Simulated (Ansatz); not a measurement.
`[OH][Al]([F])[Cl]` + NH₃ → `[NH2][Al]([F])[Cl]` + H₂O at 500 K and 1 bar (ligand exchange at the Al–O bond).

Program: Ansatz. Geometries: PBE0-D4/def2-TZVP. ΔE: electronic, gas phase. CCSD(T)/CBS adds triple-zeta CCSD(T) − MP2 to the extrapolated MP2 energy (def2 sets, frozen cores). This one scheme is used for every species. One conformer a species, not always the lowest.

```csv
species,CCSD(T)/CBS energy (Eh),H − E (kJ/mol),S (J/(mol·K))
`[OH][Al]([F])[Cl]`,-877.57483,80.4,353.9
NH₃,-56.50880,108.2,211.8
`[NH2][Al]([F])[Cl]`,-857.68991,114.6,363.5
H₂O,-76.37941,73.2,206.3
```

H − E and S are ideal-gas, rigid-rotor, harmonic terms from PBE0-D4/def2-TZVP, for one conformer and one mirror image of each species. 1 Eh = 2625.50 kJ/mol, R = 8.31446 J/(mol·K).

Problem. By hand: ΔE, ΔH, ΔS and ΔG.

Solution. ΔE = (-857.68991) + (-76.37941) − (-877.57483) − (-56.50880) = 0.01431 Eh = 37.6 kJ/mol. Δ(H − E) = 114.6 + 73.2 − 80.4 − 108.2 = -0.8, so ΔH = 36.8 kJ/mol. ΔS = 363.5 + 206.3 − 353.9 − 211.8 = 4.1 J/(mol·K). ΔG = 36.8 − 500 × (4.1)/1000 = 34.8 kJ/mol.

Problem. By hand: the equilibrium constant, and the temperature at which ΔG would vanish if ΔH and ΔS stayed fixed.

Solution. log₁₀ K = −ΔG/(RT ln 10) = -3.6. ΔG = 0 at ΔH/ΔS = 8976 K, far beyond where these terms or the molecules hold.

The number of gas molecules stays the same, so ΔS is small and ΔH decides. A doubt of 5 kJ/mol in ΔE shifts log₁₀ K by 0.5 here. Other conformers and mirror images would add mixing entropy, several J/(mol·K) or more a flexible species. These are equilibria of isolated gas molecules and say nothing of rates. Largest T1 diagnostic: 0.011 (customary marks: 0.02 for closed shells, 0.045 for open ones).
